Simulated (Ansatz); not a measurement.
Geometry optimisation, Ansatz 0.2.0, RKS B3LYP/def2-SVP.

Input:

```yaml
crystal:
  periodic: [false, false, false]
  atoms:
    - { symbol: Ge, position_ang: [0.0, 0.0, 0.0] }
    - { symbol: O, position_ang: [0.0, 0.0, 2.12] }
    - { symbol: H, position_ang: [-0.9095, -0.2814, 2.4571] }
    - { symbol: F, position_ang: [1.5842, 0.0, -0.5594] }
    - { symbol: H, position_ang: [-0.73, 1.2648, -0.5162] }
    - { symbol: H, position_ang: [-0.73, -1.2648, -0.5162] }
    - { symbol: "N", position_ang: [1.1535, -1.7516, 0.6969] }
    - { symbol: H, position_ang: [0.7143, -2.7162, 0.68] }
    - { symbol: H, position_ang: [2.1458, -1.6271, 1.048] }
    - { symbol: H, position_ang: [0.7071, -1.0738, 1.7912] }
basis:
  gaussian: { orbitals: def2-SVP }
hamiltonian:
  xc: b3lyp
relax:
  f_tol: 0.15
  max_steps: 25
  restrain:
    - { distance: [0, 6], at: 3.11, k: 30.0 }
    - { distance: [9, 1], at: 2.21, k: 30.0 }
    - { distance: [0, 1], at: 1.77, k: 30.0 }
    - { distance: [9, 6], at: 1.06, k: 30.0 }
```

Run as:

```bash
$ ansatz run input.yaml --threads 2 --pin off --max-ram 3072MiB --backend cpu --events-out ev --progress --plain --runs-dir out
```

Question: Where does it end, and by what steps?

Answer: It converged. The restraints hold the end off the free minimum. After 9 steps the energy has fallen by 2.842 eV (the restraints' own energy left out); N7 moved furthest, 0.80 Å. Parted: Ge1–N7. Joined: N7–H10.

```
step  energy less start (eV)  largest force component (eV/Å)  accepted
   0                  0.0000                           4.342       yes
   1                 -0.9003                           3.977       yes
   2                 -1.3543                           5.152       yes
   3                 -2.0112                           2.821       yes
   4                 -2.5445                           1.837       yes
   5                 -2.7198                           0.681       yes
   6                 -2.7991                           0.568       yes
   7                 -2.8089                           0.713       yes
   8                 -2.8379                           0.597       yes
   9                 -2.8423                           0.608       yes
```

```xyz
10
Properties=species:S:1:pos:R:3
Ge -0.172 0.158 0.033
O -0.315 0.292 1.797
H -0.824 -0.417 2.212
F 1.528 0.207 -0.376
H -0.718 1.459 -0.571
H -0.793 -1.131 -0.522
N 1.463 -2.182 1.302
H 0.687 -2.682 0.873
H 1.997 -1.732 0.561
H 1.084 -1.420 1.892
```

Whether the end is a true minimum wasn't checked by a vibrational analysis.

Time of the run: 31 s on 2 threads of Arm Neoverse V2, on a shared host, peak memory 0.23 GiB.
